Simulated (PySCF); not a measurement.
A structure optimised at PBE-D3(BJ)/def2-SVP, used in a PySCF frequency run:

```
Al
O 1 1.7146
H 2 0.9698 1 123.38
Cl 1 2.1109 2 122.22 3 0.00
S 1 2.1707 2 117.35 3 180.00
C 5 1.8519 1 99.91 2 0.00
H 6 1.1056 5 111.87 1 0.00
H 6 1.1061 7 109.49 5 -120.06
H 6 1.1061 7 109.49 8 -119.88
```

Problem. Write its SMILES, formula and point group.

Solution. C[S][Al]([OH])[Cl], CH4AlClOS, Cs

Problem. What are its rotational constants (standard atomic weights)?

Solution. 4.2599, 1.3578, 1.0365 GHz
